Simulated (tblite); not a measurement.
A tight-binding relaxation on `[SiH3]OC[C]1([GaH2])CC1`.

Computed with GFN2-xTB geometry optimisation, gas phase (tblite 0.8.0). Start geometry: from a force field or distance geometry. A driver script takes a list of jobs; this job's settings line and coordinates (Å) are shown.

Command:
```bash
OMP_NUM_THREADS=1 python probes_run.py task.json out
```

Input:
```
{"job": {"kind": "relax", "xc": "GFN2-xTB", "basis": "xTB"}, "charge": 0, "multiplicity": 1}
Si    -2.635700     1.258400    -0.152500
O     -0.930200     1.111000    -0.285100
C     -0.594800    -0.130700     0.300200
C      0.876700    -0.397800     0.252000
Ga     1.750700     1.092300     1.320200
C      1.386800    -1.833200     0.245200
C      1.376600    -1.025400    -1.040300
H     -3.200400     0.201900    -1.022400
H     -2.997700     1.095900     1.246800
H     -3.126200     2.523600    -0.730200
H     -0.989600    -0.138300     1.353200
H     -1.136700    -0.935400    -0.244200
H      3.080200     1.275800     0.389100
H      1.079700     2.491700     0.673300
H      2.445500    -1.992100     0.579900
H      0.660700    -2.650000     0.280500
H      0.639100    -1.387200    -1.773900
H      2.306500    -0.554100    -1.403500
```

Question: What does the run print?

Answer: 
```
step      E/eV     max force
  0    -573.98692    2.773
  1    -574.29727    2.549
  2    -574.78279    2.055
  3    -575.01389    1.406
  4    -575.42782    0.874
  5    -575.59980    0.801
  6    -575.65669    0.584
  7    -575.72037    0.366
  8    -575.74054    0.356
  9    -575.76543    0.337
... (144 lines left out)
154    -576.34328    0.019
155    -576.34337    0.025
156    -576.34350    0.025
157    -576.34367    0.031
158    -576.34383    0.034
159    -576.34392    0.028
160    -576.34401    0.021
161    -576.34407    0.018
162    -576.34412    0.013
163    -576.34413    0.008
```

«max force» is the largest atomic force in eV/Å.

Question: From which step on does the largest force stay under 0.1 eV/Å, and how much energy is left to gain from there?

Answer: From step 73 (0.086 eV/Å), 19.6 meV above the end.

In short: energy lowered by 54.4 kcal/mol over 163 steps; largest atomic force 0.008 eV/Å at the end.

Time: 1.3 s wall. Hardware: Arm Neoverse V1, one thread, shared host.
Labels such as C1 count atoms from 1, the log's own numbers from 0.
